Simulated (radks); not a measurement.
The tin anion Sn4-, [Xe], held by a Watson sphere: a shell of charge +4 at radius R that stands for the Madelung well of a crystal (potential energy -4/R inside, -4/r outside, in hartree with lengths in bohr). All-electron calculation, scalar-relativistic Kohn-Sham, LDA (Slater exchange, VWN5 correlation), spin-polarised, spherical densities, point nucleus. Program: a radial shooting solver on a logarithmic mesh with Libxc functionals. Response by self-consistent Sternheimer equations with the Hartree and adiabatic LDA kernel, the relativistic mass of each level held fixed and spin-orbit coupling left out. The sphere does not respond.

| R (bohr) | e(4d) (eV) | e(5s) (eV) | e(5p) (eV) | <r> 5p (bohr) | sum of <r^2> (bohr^2) | X-ray form factor at sin(theta)/lambda = 0.2 1/angstrom | alpha (bohr^3) |
|---|---|---|---|---|---|---|---|
| 2.49 | -27.040 | -14.420 | -7.131 | 2.851 | 92.19 | 40.210 | 52.20 |
| 2.93 | -25.286 | -12.888 | -6.411 | 3.078 | 102.7 | 40.030 | 70.15 |
| 3.99 | -23.605 | -10.312 | -4.822 | 3.658 | 132.2 | 39.991 | 147.4 |
| 4.47 | -23.315 | -9.579 | -4.258 | 3.929 | 147.5 | 40.058 | 204.3 |
| 4.78 | -23.193 | -9.215 | -3.945 | 4.106 | 158.0 | 40.104 | 250.5 |
| 5.5 | -23.032 | -8.632 | -3.359 | 4.524 | 184.6 | 40.193 | 391.1 |
| 5.65 | -23.014 | -8.548 | -3.258 | 4.611 | 190.5 | 40.206 | 426.8 |
| 5.71 | -23.008 | -8.517 | -3.219 | 4.646 | 193.0 | 40.211 | 441.7 |
